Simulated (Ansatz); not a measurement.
Job for Ansatz (an electronic-structure program): R-CCSD(T)/def2-TZVPP on CH5InO (SMILES [CH3][InH][OH]), a point of a torsion scan. Elements past Kr take the def2 small-core potentials; no spin–orbit coupling. The run froze 11 orbitals, filled d shells among them.

Ansatz 0.2 input:
```yaml
crystal:
  periodic: [false, false, false]
  atoms:
    - {symbol: C, position_ang: [-1.33657200, -0.28025899, 0.06134136]}
    - {symbol: In, position_ang: [0.58398077, 0.67186768, 0.63557935]}
    - {symbol: O, position_ang: [0.52336092, 2.58296313, 0.97759396]}
    - {symbol: H, position_ang: [-1.25721175, -0.73651389, -0.92073069]}
    - {symbol: H, position_ang: [-2.07159939, 0.52322731, 0.04465131]}
    - {symbol: H, position_ang: [-1.62030186, -1.03279233, 0.79090076]}
    - {symbol: H, position_ang: [2.19758549, 0.16939504, 0.87634444]}
    - {symbol: H, position_ang: [-0.28788233, 3.08084921, 0.90215448]}
basis:
  gaussian:
    orbitals: def2-TZVPP
magnetization: {spin_polarized: false}
correlation: {method: ccsd_t, electrons: outside_noble_gas}
scf: {lower_state_search: off}
```

Output:

```
WARN ansatz: RAYON_NUM_THREADS=1 ignored (pool sized by the plan → 1); use --threads N
Functional definition: HF
these checks for a lower state are left out or cut short: stability, starts, cluster_reference, orbital_swaps, neighbouring_geometries, increment
integrals: 0.61 GiB planned
1253 factors; integrals over basis functions are off by at most 9.5e-4 eV
mean field: 0.51 GiB planned
mean field evaluation 1: about -8291.8354 eV, gradient 4.9e1 eV
mean field evaluation 2: about -8291.8756 eV, gradient 4.9e1 eV
mean field evaluation 4: about -8296.6205 eV, gradient 3.9e0 eV
mean field evaluation 8: about -8296.6806 eV, gradient 2.6e-1 eV
mean field -8296.68092914 eV, -304.8974004537 hartree, gradient 7.4e-6 eV, S^2 0.000000; 0 other end points of the search recorded, 0 dependent functions left out
11 core orbitals not correlated, not the lowest: weight in the atoms' cores, before any rotation towards them, 0.910 or more for the frozen orbitals, at most 0.064 for the correlated occupied ones
reference -8296.68092914 eV, -304.8974004537 hartree; 9, 9 occupied and 162, 162 virtual orbitals, 1253 factors
second order -13.77285412 eV of doubles, -0.00000000 eV of singles
coupled cluster: 1.83 GiB planned
cycle   1  -13.99393809 eV  change   -2.2e-1 eV  update   8.8e-2
cycle   2  -14.32940235 eV  change   -3.4e-1 eV  update   2.9e-2
cycle   3  -14.43256001 eV  change   -1.0e-1 eV  update   1.6e-2
cycle   4  -14.42768653 eV  change    4.9e-3 eV  update   4.3e-3
cycle   5  -14.42633834 eV  change    1.3e-3 eV  update   2.3e-3
cycle   6  -14.42699923 eV  change   -6.6e-4 eV  update   7.8e-4
cycle   7  -14.42671611 eV  change    2.8e-4 eV  update   2.8e-4
cycle   8  -14.42664100 eV  change    7.5e-5 eV  update   8.6e-5
cycle   9  -14.42665904 eV  change   -1.8e-5 eV  update   3.1e-5
cycle  10  -14.42666143 eV  change   -2.4e-6 eV  update   1.1e-5
perturbative correction -0.50693850 eV, -0.0186296464 hartree
Total energy: -8311.61452908 eV, -305.4462001289 hartree
Checks for a lower state left out: stability, starts, cluster_reference, orbital_swaps, neighbouring_geometries, increment
```

The calculation finished and met its thresholds.

Cost: about 27 core-seconds (a rough figure).
